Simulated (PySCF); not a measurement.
# Spinor energies of In (indium, neutral)

Start: [Kr] 4d10 5s2 5p1; 5p3/2 filled at m_j = +3/2. Calculated with PySCF 2.14 in x2c-SVPall-2c (6s8p4d, 50 functions): generalised Hartree-Fock with the X2C-1e Hamiltonian and a Gaussian nucleus; one run each with spin-orbit coupling (SO) screened by Boettger's factors, then bare. This is a chosen level, not necessarily the ground level.

| spinor shell | electrons | ε, screened SO (eV) | ε, bare SO (eV) | weight of nominal j (bare SO) | rms radius, bare SO (bohr) |
| --- | --- | --- | --- | --- | --- |
| 1s1/2 | 2 | -28075.5 | -28075.3 | 1.000 | 0.0341 |
| 2s1/2 | 2 | -4293.7 | -4293.6 | 1.000 | 0.139 |
| 2p1/2 | 2 | -3994.9 | -4001.6 | 1.000 | 0.120 |
| 2p3/2 | 4 | -3781.5 | -3778.6 | 1.000 | 0.125 |
| 3s1/2 | 2 | -854.08 | -854.07 | 1.000 | 0.371 |
| 3p1/2 | 2 | -731.63 | -732.87 | 1.000 | 0.364 |
| 3p3/2 | 4 | -691.80 | -691.28 | 1.000 | 0.376 |
| 3d3/2 | 4 | -476.77 | -477.99 | 1.000 | 0.350 |
| 3d5/2 | 6 | -468.88 | -468.07 | 1.000 | 0.354 |
| 4s1/2 | 2 | -144.71 | -144.71 | 1.000 | 0.907 |
| 4p1/2 | 2 | -102.38 | -102.61 | 1.000 | 0.972 |
| 4p3/2 | 4 | -95.497 | -95.408 | 1.000 | 0.999 |
| 4d3/2 | 4 | -28.235 | -28.377 | 0.997 | 1.27 |
| 4d5/2 | 6 | -27.371 | -27.283 | 0.998 | 1.29 |
| 5s1/2 | 2 | -10.777 | -10.779 | 0.999 | 2.91 |
| 5p3/2 | 1 | -5.216 | -5.213 | 1.000 | 3.92 |

```tsv
quantity	screened SO	bare SO
E (hartree)	-5878.27044	-5878.38661
M_J	3/2	3/2
⟨J²⟩	3.761	3.761
⟨L²⟩	2.022	2.024
⟨S²⟩	0.768	0.770
```

Each row is a mean over spinors that exchange with the open shell spreads, by up to 1.484 eV (5s1/2).

Breit and QED terms are absent; they matter most for the inner s and p1/2 levels.

Densities and radii are taken from the X2C orbitals without a picture-change correction, which distorts them close to the nucleus.
